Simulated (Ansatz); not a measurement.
`CS[SiH2]O[SiH3]` and `[AlH2][SiH2]O[SiH3]` differ in one atom or group.

Ansatz, PBE0-D4/def2-TZVP geometries, multiplicity 1. Each molecule was computed in one conformer, which needn't be the lowest.

```
                               property  `CS[SiH2]O[SiH3]`
     LUMO energy (PBE0/def2-TZVPP) / eV              -0.09
    HOMO energy (B3LYP/def2-TZVPP) / eV              -6.94
  LUMO energy (ωB97M-V/def2-TZVPP) / eV               1.61
   HOMO–LUMO gap (PBE0/def2-TZVPP) / eV               7.09
HOMO–LUMO gap (ωB97M-V/def2-TZVPP) / eV              11.00
    HOMO–LUMO gap (PBE/def2-TZVPP) / eV               5.02
```

Task: What does the change do to each property? (Estimate.)

Result: The calculation gave: 
| property | `[AlH2][SiH2]O[SiH3]` | shift |
| --- | --- | --- |
| LUMO energy (PBE0/def2-TZVPP) / eV | -2.11 | -2.02 |
| HOMO energy (B3LYP/def2-TZVPP) / eV | -7.20 | -0.26 |
| LUMO energy (ωB97M-V/def2-TZVPP) / eV | -0.48 | -2.09 |
| HOMO–LUMO gap (PBE0/def2-TZVPP) / eV | 5.27 | -1.82 |
| HOMO–LUMO gap (ωB97M-V/def2-TZVPP) / eV | 8.92 | -2.08 |
| HOMO–LUMO gap (PBE/def2-TZVPP) / eV | 3.39 | -1.63 |

With PBE0 the HOMO falls by 0.20 eV and the LUMO falls by 2.02 eV, so the gap narrows by about 1.82 eV. PBE moves the HOMO by -0.30 eV and ωB97M-V by -0.01 eV.

B3LYP here is the variant with VWN-RPA as its local correlation; programs differ in this.
